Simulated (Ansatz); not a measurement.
Calculated with Ansatz (gas phase, PBE0-D4/def2-TZVP geometries, no zero-point term in ΔE). CCSD(T)/CBS adds triple-zeta CCSD(T) − MP2 to the extrapolated MP2 energy (def2 sets, frozen cores). This one scheme is used for every species. DFT in def2-TZVPP. B3LYP here is the variant with VWN-RPA as its local correlation; programs differ in this. Elements past krypton have def2 core potentials. For Sn outer-core shells are correlated without core-valence functions, which leaves a few kJ/mol of doubt a bond. Each species was taken in one conformer, which may not be the lowest.

Reaction (cleavage of the Sn–Si bond): `[CH3][AlH][SiH2][SnH3]` + `C=N` → `C=[N][SnH3]` + `[CH3][AlH][SiH3]`

`[CH3][AlH][SiH2][SnH3]`:

Cartesian coordinates in Å:
```
C -1.165 2.512 1.295
Al 0.131 1.232 0.593
Si -0.566 -0.906 -0.399
Sn 1.382 -2.343 -1.235
H -1.054 3.478 0.789
H -0.973 2.699 2.357
H -2.203 2.191 1.190
H 1.684 1.576 0.665
H -1.489 -0.682 -1.553
H -1.335 -1.724 0.589
H 0.861 -3.818 -1.924
H 2.446 -2.714 0.052
H 2.281 -1.500 -2.422
```

`C=N`:

```xyz
5

C    -0.122   -0.294   -0.226
N    -0.314    0.752    0.450
H     0.850   -0.783   -0.361
H    -0.973   -0.765   -0.722
H     0.558    1.089    0.859
```

`C=[N][SnH3]`:

Cartesian coordinates in Å:
```
C -1.556 -0.176 -0.432
N -0.876 0.221 0.549
Sn 1.176 0.174 0.428
H -2.654 -0.154 -0.374
H -1.153 -0.560 -1.384
H 1.725 1.773 0.635
H 1.610 -0.447 -1.111
H 1.728 -0.829 1.688
```

`[CH3][AlH][SiH3]`:

Z-matrix (Å, degrees):
```
C
Al 1 1.953
H 1 1.092 2 113.7
H 1 1.096 2 110.5 3 -121.7
H 1 1.096 2 110.2 3 121.3
Si 2 2.461 1 120.6 3 -1.5
H 2 1.593 1 118.9 3 178.7
H 6 1.490 2 114.1 1 179.6
H 6 1.494 2 110.9 1 58.4
H 6 1.494 2 110.7 1 -59.3
```

| level | ΔE (kcal/mol) |
| --- | --- |
| B3LYP-D4 | 10.9 |
| HF/def2-TZVPP | 9.4 |
| SCS-MP2/def2-TZVPP | 9.6 |
| CCSD(T)/def2-TZVPP | 11.3 |

What does CCSD(T)/CBS give? (Best estimate.)

Ansatz gave: +11.9 kcal/mol. The listed levels differ from it by -1.0, -2.5, -2.3, -0.6 kcal/mol.

Largest T1 diagnostic among the species: 0.014.

In def2-TZVPP, CCSD(T) changes the Hartree–Fock value by +1.9 kcal/mol (the triples alone add −0.1 kcal/mol) and MP2 by +1.4 kcal/mol.
